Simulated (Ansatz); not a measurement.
This geometry of FH + GaH3 (6 atoms, charge 0, multiplicity 1) is a first-order saddle point.

The calculation used RKS r2SCAN-D4/def2-SVP (Ansatz 0.2.0).

```xyz
6
Properties=species:S:1:pos:R:3
Ga -0.118 -0.572 0.208
H 1.162 0.445 -0.444
H -0.642 -1.527 -0.892
H 0.051 -0.710 1.741
H 0.345 1.090 -0.428
F -0.798 1.274 -0.185
```

Question: Which two structures does it join? (They come from a converged band through this point; their orientation in space is the band's.)

Answer: Bonds broken: Ga1–H2, H5–F6. Bonds formed: H2–H5. FH + GaH3 becomes FGaH2 + H2.

Image 0:

```xyz
6
Properties=species:S:1:pos:R:3
Ga 0.162 -0.700 0.174
H 1.470 -0.011 -0.385
H -0.708 -1.552 -0.806
H -0.039 -0.770 1.722
H -0.068 1.738 -0.520
F -0.817 1.295 -0.185
```

Image 6:

```xyz
6
Properties=species:S:1:pos:R:3
Ga -0.522 -0.511 0.296
H 1.499 0.571 -0.572
H -0.588 -1.476 -0.920
H 0.108 -0.663 1.708
H 0.953 1.103 -0.594
F -1.451 0.975 0.082
```

Question: How far does it lie above each of them?

Answer: 0.248 eV above the first and 0.839 eV above the second. This is the barrier of this one path; another mechanism may lie lower. The orbitals stay closed-shell, which can raise the energy where a bond breaks towards radicals; this wasn't checked here.

Run time: 26 s on 2 threads of Intel(R) Xeon(R) 6975P-C (Granite Rapids) (shared host), peak memory 0.15 GiB.
